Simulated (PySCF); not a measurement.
H₂Sb, SMILES [SbH2], multiplicity 2.

Coordinates come from a PBE-D3(BJ)/def2-TZVPD optimisation. The isomer is the one that the SMILES or the coordinates give; other isomers of the formula were not compared. The def2 effective core potentials stand for the cores of Sb; spin–orbit coupling is left out.

Level of theory: PBE-D3(BJ)/def2-TZVPD run with PySCF.

Frequencies are harmonic and unscaled.

| mode | ν (cm⁻¹) | IR (km/mol) | moving atoms (share of kinetic energy) |
|---|---|---|---|
| 1 | 807 | 27.6 | H 99 % |
| 2 | 1872 | 148.5 | H 99 % |
| 3 | 1880 | 157.9 | H 99 % |
